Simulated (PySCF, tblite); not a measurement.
Isomers of C5H5ClO2S2, one GFN2-xTB conformer each. Single-point energies are computed at PBE0/pcSseg-1 (PySCF, gas phase, no added dispersion term), electronic only.

Question: Rank them by PBE0/pcSseg-1 energy, lowest first (kcal/mol).
A. `[CH3:1][c:2]1[cH:3][s:4][c:5]([S:6](=[O:7])(=[O:8])[Cl:9])[cH:10]1` with S4–C5–S6–O7 -157°
B. `[CH3:1][S:2](=[O:3])(=[O:4])[c:5]1[cH:6][cH:7][c:8]([Cl:9])[s:10]1` with C1–S2–C5–C6 116°

Answer: A (0.0), B (7.3).

GFN2-xTB itself gives, in the same order: 0.0, 22.3. Both levels put the same isomer lowest.

Question: Which frontier levels, dipoles and rotational constants go with these structures?

Answer: 
```
               SMILES  HOMO (eV, PBE0/pcSseg-1)  LUMO (eV)  dipole (D)       A, B, C (MHz)
Cc1csc(S(=O)(=O)Cl)c1                     -7.77      -2.14        5.69  1616, 579.0, 532.7
CS(=O)(=O)c1ccc(Cl)s1                     -7.51      -1.73        4.04  2383, 461.9, 424.9
```

Question: What happens when harmonic zero-point energies from GFN2-xTB frequencies are added?

Answer: 
```csv
SMILES,ZPE (kcal/mol),electronic (kcal/mol),with ZPE (kcal/mol)
Cc1csc(S(=O)(=O)Cl)c1,58.4,0.0,0.0
CS(=O)(=O)c1ccc(Cl)s1,57.4,7.3,6.4
```

The zero-point energies span 1.0 kcal/mol. The order is unchanged.
